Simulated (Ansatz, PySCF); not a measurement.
This PySCF input computes a BLYP/def2-TZVPD energy:

```python
from pyscf import gto, scf, dft

mol = gto.M(
    atom='''
    P     0.03250720   -0.05666463    0.05072503
    H     0.00392946   -0.00963856   -1.35582486
    H     1.39733700    0.61532213    0.12299923
    H    -0.65116604    1.13786303    0.34586113
    H    -1.23770843   -0.89357720    0.12608909
    ''',
    basis='def2-tzvpd',
    charge=0,
    spin=1,
    verbose=4,
)

mf = dft.UKS(mol, xc='blyp').density_fit(auxbasis='def2-universal-jkfit')
mf.grids.level = 3
mf.conv_tol = 1e-9
mf.max_cycle = 100
mf.max_memory = 1500
mf.kernel()
if not mf.converged:
    mf = mf.newton()
    mf.kernel(mf.make_rdm1())
for _ in range(2):
    mo, _, stable, _ = mf.stability(return_status=True)
    if stable:
        break
    mf.kernel(mf.make_rdm1(mo, mf.mo_occ))
mf.analyze()
```

Question: Write an input for the same energy in Ansatz (a quantum-chemistry and plane-wave program) and say what it gives.

Answer: 
Ansatz 0.2 input:
```yaml
crystal:
  periodic: [false, false, false]
  atoms:
    - {symbol: P, position_ang: [0.03250720, -0.05666463, 0.05072503]}
    - {symbol: H, position_ang: [0.00392946, -0.00963856, -1.35582486]}
    - {symbol: H, position_ang: [1.39733700, 0.61532213, 0.12299923]}
    - {symbol: H, position_ang: [-0.65116604, 1.13786303, 0.34586113]}
    - {symbol: H, position_ang: [-1.23770843, -0.89357720, 0.12608909]}
basis:
  gaussian:
    orbitals: def2-TZVPD
hamiltonian:
  xc: {name: BLYP}
magnetization: {spin_polarized: true, initial_magnetization: 1}
output: {forces: true}
```
It gives -343.65956 Eh, and PySCF -343.65961 Eh, a difference of 0.05 mEh, from the treatment of integrals and grids.
